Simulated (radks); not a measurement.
Sr, configuration [Kr] 5s2.

Method: Dirac Kohn-Sham, PBE, spin-unpolarised, spherical densities, finite nucleus; Fermi nuclear charge, rms radius 4.224 fm; computed with a radial shooting solver on a logarithmic mesh with Libxc functionals.

Energy parts (eV):
total: -86525.839
kinetic: 89127.635
electron-nucleus: -208797.554
Hartree: 36003.303
exchange-correlation: -2859.223

Orbitals (lengths in bohr, moments of r in powers of bohr; r(90%) holds 90 % of the orbital's charge):
1s1/2: occ. 2; eigenvalue (eV) -15930.61; r(90%) 0.0701; <r^4> 0.00001103; <r^2> 0.002067; small-component weight 1.91e-02
2s1/2: occ. 2; eigenvalue (eV) -2156.765; r(90%) 0.267; <r^4> 0.002120; <r^2> 0.03501; small-component weight 3.84e-03
2p1/2: occ. 2; eigenvalue (eV) -1962.759; r(90%) 0.241; <r^4> 0.001435; <r^2> 0.02669; small-component weight 3.83e-03
2p3/2: occ. 4; eigenvalue (eV) -1894.351; r(90%) 0.247; <r^4> 0.001574; <r^2> 0.02810; small-component weight 3.73e-03
3s1/2: occ. 2; eigenvalue (eV) -333.6055; r(90%) 0.730; <r^4> 0.1213; <r^2> 0.2779; small-component weight 9.68e-04
3p1/2: occ. 2; eigenvalue (eV) -263.1522; r(90%) 0.747; <r^4> 0.1325; <r^2> 0.2821; small-component weight 9.15e-04
3p3/2: occ. 4; eigenvalue (eV) -252.6653; r(90%) 0.762; <r^4> 0.1438; <r^2> 0.2940; small-component weight 8.87e-04
3d3/2: occ. 4; eigenvalue (eV) -129.0374; r(90%) 0.805; <r^4> 0.1843; <r^2> 0.3003; small-component weight 7.71e-04
3d5/2: occ. 6; eigenvalue (eV) -127.2074; r(90%) 0.810; <r^4> 0.1896; <r^2> 0.3046; small-component weight 7.63e-04
4s1/2: occ. 2; eigenvalue (eV) -40.8831; r(90%) 1.99; <r^4> 6.800; <r^2> 2.094; small-component weight 1.82e-04
4p1/2: occ. 2; eigenvalue (eV) -23.6034; r(90%) 2.32; <r^4> 12.54; <r^2> 2.753; small-component weight 1.42e-04
4p3/2: occ. 4; eigenvalue (eV) -22.4434; r(90%) 2.37; <r^4> 13.72; <r^2> 2.876; small-component weight 1.37e-04
5s1/2: occ. 2; eigenvalue (eV) -3.5258; r(90%) 6.43; <r^4> 731.8; <r^2> 21.41; small-component weight 1.91e-05

The highest occupied level is 5s1/2 at -3.526 eV. For comparison, the ionisation energy in NIST's Atomic Spectra Database is 5.695 eV (measured). In exact Kohn-Sham theory the highest level is minus the ionisation energy, but local and semilocal functionals leave it too shallow, through self-interaction and a potential that decays too fast; potentials with the right tail come closer. Summed over all electrons, <r^2> = 69.58 bohr^2, which gives a Langevin (diamagnetic) susceptibility term of -55.1 x 10^-6 cm^3/mol.
